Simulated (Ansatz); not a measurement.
Geometry optimisation, RKS B3LYP-D4/def2-SVP (Ansatz 0.2.0).

The input (input.yaml):

```yaml
crystal:
  periodic: [false, false, false]
  atoms:
    - { symbol: F, position_ang: [-0.74076, 2.05537, -0.01954] }
    - { symbol: Si, position_ang: [0.43907, 0.95283, -0.24437] }
    - { symbol: S, position_ang: [1.38792, 0.57852, 1.66823] }
    - { symbol: Ga, position_ang: [-0.75961, -1.08276, -0.72244] }
    - { symbol: H, position_ang: [1.42986, 1.71391, -0.99874] }
    - { symbol: H, position_ang: [0.70504, -0.54028, 1.92367] }
    - { symbol: H, position_ang: [-0.88979, -2.19903, 0.44084] }
    - { symbol: H, position_ang: [-1.57174, -1.47857, -2.04765] }
basis:
  gaussian: { orbitals: def2-SVP }
hamiltonian:
  xc: b3lyp
  dispersion: d4
relax:
  f_tol: 0.02
  max_steps: 40
scf:
  lower_state_search: "off"
```

Launched with:

```bash
$ ansatz run input.yaml --threads 2 --pin off --max-ram 3072MiB --backend cpu --events-out ev --progress --plain --runs-dir out
```

Where does it end, and by what steps?

The forces met the threshold. After 14 steps the energy has fallen by 0.204 eV; H8 moved furthest, 0.99 Å.

| step | energy less start (eV) | largest force component (eV/Å) | accepted |
| --- | --- | --- | --- |
| 0 | 0.0000 | 0.947 | yes |
| 1 | -0.0713 | 0.528 | yes |
| 2 | -0.1306 | 0.481 | yes |
| 3 | -0.1452 | 0.249 | yes |
| 4 | -0.1566 | 0.224 | yes |
| 5 | -0.1732 | 0.097 | yes |
| 6 | -0.1829 | 0.071 | yes |
| 7 | -0.1834 | 0.325 | yes |
| 8 | -0.1898 | 0.123 | yes |
| 9 | -0.1947 | 0.100 | yes |
| 10 | -0.1979 | 0.186 | yes |
| 11 | -0.2012 | 0.101 | yes |
| 12 | -0.2027 | 0.063 | yes |
| 13 | -0.2038 | 0.021 | yes |
| 14 | -0.2040 | 0.016 | yes |

```xyz
8
Properties=species:S:1:pos:R:3
F -0.808 2.044 0.508
Si 0.244 0.975 -0.151
S 1.738 0.351 1.286
Ga -0.836 -1.090 -0.756
H 1.047 1.710 -1.167
H 0.883 -0.370 2.050
H -1.637 -1.832 0.383
H -0.632 -1.787 -2.153
```

Whether the end is a true minimum wasn't checked by a vibrational analysis.

Time of the run: 58 s on 2 threads of Arm Neoverse N1, on a shared host, peak memory 0.22 GiB.
